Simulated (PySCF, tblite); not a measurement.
C8H8P (charge -1).
SMILES with atom numbers: `[CH2:1]=[CH:2][P-:3][c:4]1[cH:5][cH:6][cH:7][cH:8][cH:9]1` (hydrogens: H10, H11 on C1; H12 on C2; H13 on C5; H14 on C6; H15 on C7; H16 on C8; H17 on C9)

Structure optimised with GFN2-xTB, isolated species.

Q: What internal coordinates does the optimisation give?

A: 
```
          bond  length (bohr)
         C1=C2          2.533
         C2–P3          3.354
         P3–C4          3.367
  C4–C5, C4–C9          2.663
  C5–C6, C8–C9          2.598
  C6–C7, C7–C8          2.626
        C1–H10          2.037
        C1–H11          2.045
        C2–H12          2.049
C5–H13, C9–H17          2.046
C6–H14, C8–H16          2.053
        C7–H15          2.048
```

Bonds in one row agree within 0.02 bohr and their mean is given. A selection of angles:
```
     angle  degrees
 C2–C1–H10    121.6
 C2–C1–H11    121.9
H10–C1–H11    116.5
  C1–C2–P3    124.2
 C1–C2–H12    117.8
 P3–C2–H12    118.0
  C2–P3–C4    104.4
  P3–C4–C5    128.8
  P3–C4–C9    115.1
  C5–C4–C9    116.1
  C4–C5–C6    121.5
 C4–C5–H13    120.4
 C6–C5–H13    118.2
  C5–C6–C7    121.3
 C5–C6–H14    119.2
 C7–C6–H14    119.5
  C6–C7–C8    118.3
 C6–C7–H15    120.8
 C8–C9–H17    120.1
 C4–C9–H17    117.6
```

Torsions: C1–C2–P3–C4 180° (antiperiplanar); C2–P3–C4–C5 0° (synperiplanar).

C4 (substituted aromatic carbon) is planar (angles 128.8°, 116.1° and 115.1°, sum 360.0°, 0.00 Å off the plane of its three neighbours). P3 (phosphorus bonded to 2 C) is bent (angle 104.4°). C7 (aromatic CH carbon) is planar (angles 120.9°, 120.8° and 118.3°, sum 360.0°, 0.00 Å off the plane of its three neighbours). C6 (aromatic CH carbon) is planar (angles 121.3°, 119.5° and 119.2°, sum 360.0°, 0.00 Å off the plane of its three neighbours). C1 (terminal =CH2 carbon) is planar (angles 121.9°, 121.6° and 116.5°, sum 360.0°, 0.00 Å off the plane of its three neighbours). The C–C distances run from 1.341 Å (C1=C2, drawn double) to 1.412 Å (C4–C9, aromatic), a spread of 0.071 Å. C5 (aromatic CH carbon) is planar (angles 121.5°, 120.4° and 118.2°, sum 360.0°, 0.00 Å off the plane of its three neighbours).

Point group: Cs (tolerance 0.08 Å). GFN2-xTB frequencies show an imaginary mode (57i cm⁻¹), so the point is no minimum at that level.

One conformer stands for the species.

All values are computed, not measured.
